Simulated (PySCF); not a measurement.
# ECD: `C[C@@H]1CO[B@@H-](N)O1`, [C₃H₉BNO₂]-, charge -1

Molfile (atoms numbered from 1):
```
C3H9BNO2
     RDKit          3D

 16 16  0  0  0  0  0  0  0  0999 V2000
   -2.1305    0.3306    0.7057 C   0  0  0  0  0  0  0  0  0  0  0  0
   -0.7155    0.2785    0.1232 C   0  0  2  0  0  0  0  0  0  0  0  0
   -0.2546   -1.1594   -0.2212 C   0  0  0  0  0  0  0  0  0  0  0  0
    1.0970   -1.2185    0.0150 O   0  0  0  0  0  0  0  0  0  0  0  0
    1.5236    0.0923    0.7264 B   0  0  1  0  0  0  0  0  0  0  0  0
    2.3994    0.9462   -0.2105 N   0  0  0  0  0  0  0  0  0  0  0  0
    0.2146    0.7589    1.0215 O   0  0  0  0  0  0  0  0  0  0  0  0
   -2.1568   -0.2265    1.6394 H   0  0  0  0  0  0  0  0  0  0  0  0
   -2.4076    1.3631    0.9105 H   0  0  0  0  0  0  0  0  0  0  0  0
   -2.8454   -0.1020    0.0053 H   0  0  0  0  0  0  0  0  0  0  0  0
   -0.7096    0.8814   -0.8161 H   0  0  0  0  0  0  0  0  0  0  0  0
   -0.7996   -1.8856    0.4217 H   0  0  0  0  0  0  0  0  0  0  0  0
   -0.4883   -1.4149   -1.2747 H   0  0  0  0  0  0  0  0  0  0  0  0
    2.1268   -0.1518    1.7447 H   0  0  0  0  0  0  0  0  0  0  0  0
    1.9084    1.1015   -1.0865 H   0  0  0  0  0  0  0  0  0  0  0  0
    3.2304    0.4151   -0.4483 H   0  0  0  0  0  0  0  0  0  0  0  0
  1  2  1  0
  2  3  1  0
  3  4  1  0
  4  5  1  0
  5  6  1  0
  5  7  1  0
  7  2  1  0
  1  8  1  0
  1  9  1  0
  1 10  1  0
  2 11  1  6
  3 12  1  0
  3 13  1  0
  5 14  1  1
  6 15  1  0
  6 16  1  0
M  CHG  1   5  -1
M  END
```

Theory: PySCF, TDDFT PBE0/def2-SVPD circular dichroism and optical rotation, one conformer, gas phase. Geometry: GFN2-xTB.

The molecule is flexible and this is one conformer; a measurement averages over conformers. For a gas-phase anion, states above the detachment energy (about 1.4 eV, taken as minus the energy of the highest occupied orbital) lie in the continuum and depend on the basis.

Question: Assign R or S to each stereocentre.

Answer: C2 R, B5 R.

Question: Which excitations and rotatory strengths does the calculation give?

Answer: Rotatory strengths R in 10⁻⁴⁰ esu² cm², velocity form and length form (origin at the centre of mass); f in length form.
```csv
state,E (eV),λ (nm),f,R (velocity),R (length),main
1,4.64,267,0.010,+3.1,+3.2,"HOMO→LUMO 0.81, HOMO→LUMO+1 0.17"
2,5.03,247,0.039,+9.3,+10.7,"HOMO→LUMO+1 0.77, HOMO→LUMO 0.16"
3,5.20,239,0.035,-30.4,-29.2,HOMO−1→LUMO 0.90
4,5.48,226,0.016,-13.5,-12.7,"HOMO→LUMO+2 0.77, HOMO−2→LUMO 0.11"
5,5.58,222,0.004,-8.0,-6.0,"HOMO→LUMO+3 0.61, HOMO−2→LUMO 0.18"
6,5.67,219,0.006,+7.2,+7.9,"HOMO−1→LUMO+1 0.77, HOMO→LUMO+3 0.13"
7,5.74,216,0.003,-5.0,-4.9,"HOMO−2→LUMO 0.57, HOMO→LUMO+3 0.20"
8,6.05,205,0.011,+24.9,+23.4,"HOMO−2→LUMO+1 0.46, HOMO−1→LUMO+2 0.26"
```

Among the states computed, the strongest CD band (largest |R|) is state 3. The largest dissymmetry factor in size, g = 4R/(D+G), with D and G the electric and magnetic dipole strengths, is +0.018 for state 8 (velocity form, f = 0.012), among bands with |R| over 0.5. The mirror image has the same energies and oscillator strengths and all R with the opposite sign.
